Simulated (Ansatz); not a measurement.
Start from `S[SiH2][SeH]` and change one atom or group to get `[SiH3][SiH2][SeH]`.

Ansatz, PBE0-D4/def2-TZVP geometries, multiplicity 1. Each molecule was computed in one conformer, which needn't be the lowest.

Scalar relativity is left out up to krypton.

| property | `S[SiH2][SeH]` |
| --- | --- |
| HOMO energy (ωB97M-V/def2-TZVPP) / eV | -9.33 |
| LUMO energy (PBE0/def2-TZVPP) / eV | -0.31 |
| LUMO energy (B3LYP/def2-TZVPP) / eV | -0.55 |
| LUMO energy (ωB97M-V/def2-TZVPP) / eV | 1.54 |
| HOMO–LUMO gap (PBE0/def2-TZVPP) / eV | 6.88 |
| zero-point energy (PBE0-D4/def2-TZVP) / kJ/mol | 92.0 |

(1) Give the same properties after the change, and the shifts. (Estimate.)

## Answers

(1) The calculation gave: 
```csv
property,`[SiH3][SiH2][SeH]`,shift
HOMO energy (ωB97M-V/def2-TZVPP) / eV,-9.10,0.23
LUMO energy (PBE0/def2-TZVPP) / eV,-0.55,-0.24
LUMO energy (B3LYP/def2-TZVPP) / eV,-0.72,-0.17
LUMO energy (ωB97M-V/def2-TZVPP) / eV,1.22,-0.32
HOMO–LUMO gap (PBE0/def2-TZVPP) / eV,6.45,-0.43
zero-point energy (PBE0-D4/def2-TZVP) / kJ/mol,131.0,39.0
```

With PBE0 the HOMO rises by 0.19 eV and the LUMO falls by 0.24 eV, so the gap narrows by about 0.43 eV. PBE moves the HOMO by 0.15 eV and ωB97M-V by 0.23 eV. The zero-point energy changes by 39.0 kJ/mol with +6 modes.

B3LYP here is the variant with VWN-RPA as its local correlation; programs differ in this.

Spin–orbit coupling is left out; it splits and shifts lone-pair levels of the heavy atoms by tenths of an eV.
